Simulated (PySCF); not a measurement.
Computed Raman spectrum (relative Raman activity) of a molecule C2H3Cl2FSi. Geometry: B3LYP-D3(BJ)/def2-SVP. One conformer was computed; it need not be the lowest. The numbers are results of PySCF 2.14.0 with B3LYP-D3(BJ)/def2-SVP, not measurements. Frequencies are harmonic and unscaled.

Lines under 2 % of the strongest are left out, and lines within 2 cm⁻¹ are merged.

ν (cm⁻¹): 52 (vw), 172 (vw), 349 (vw), 547 (w), 596 (vw), 716 (vw), 786 (w), 820 (vw), 839 (w), 1386 (m), 1666 (m), 2306 (vs), 3140 (vs), 3243 (s) (against the strongest line: vs over 80 %, s over 45 %, m over 15 %, w over 4 %, vw less)

Q: Which structure fits?
A) C=C(Cl)[Si@@H](F)Cl
B) F/C=C\[SiH](Cl)Cl
C) F/C=C(/Cl)[SiH2]Cl
D) FC([SiH3])=C(Cl)Cl

A: A, C=C(Cl)[Si@@H](F)Cl
